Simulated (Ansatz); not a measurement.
Born–Oppenheimer molecular dynamics of Cl₃H₃Si₂ (8 atoms, charge 0, multiplicity 1). It starts from a relaxed structure.

All numbers below come from Ansatz, RKS PBE0-D4/6-31G.

- ensemble: NVT, Nosé–Hoover chain
- time step: 1 fs
- steps asked: 100
- set temperature: 1000 K
- thermostat: time constant 100 fs, chain length 3 (defaults)
- seed: 181455

First frame:

```xyz
8
Properties=species:S:1:pos:R:3
Si 0.000 0.000 -0.014
Si 0.000 0.000 2.337
H -1.423 -0.149 2.775
H 0.841 -1.158 2.775
H 0.582 1.307 2.775
Cl 2.007 0.197 -0.811
Cl -1.173 1.639 -0.811
Cl -0.832 -1.836 -0.811
```

How far do the bonds stretch over the last three quarters of this one trajectory? (Pairs bonded in most of those frames.)


| bond | mean (Å) | spread (Å) | shortest | longest |
| --- | --- | --- | --- | --- |
| Si1–Si2 | 2.335 | 0.053 | 2.26 | 2.42 |
| Si1–Cl6 | 2.218 | 0.027 | 2.17 | 2.26 |
| Si1–Cl7 | 2.205 | 0.013 | 2.19 | 2.23 |
| Si1–Cl8 | 2.171 | 0.039 | 2.11 | 2.23 |
| Si2–H3 | 1.502 | 0.047 | 1.43 | 1.57 |
| Si2–H4 | 1.503 | 0.036 | 1.44 | 1.56 |
| Si2–H5 | 1.505 | 0.051 | 1.43 | 1.58 |

Mean temperature of the second half: 508 K. The conserved energy stayed within 0.64 meV per atom of its start (net change 0.45 meV per atom), so the integration is sound. The mean temperature of the second half is 49 % below the set value. A run of 0.1 ps of so small a system gives no equilibrium averages. Limits of this set-up: no polarisation functions.

Time of the run: 8.2 min on 1 thread of Arm Neoverse V2 (shared host), peak memory 0.17 GiB.
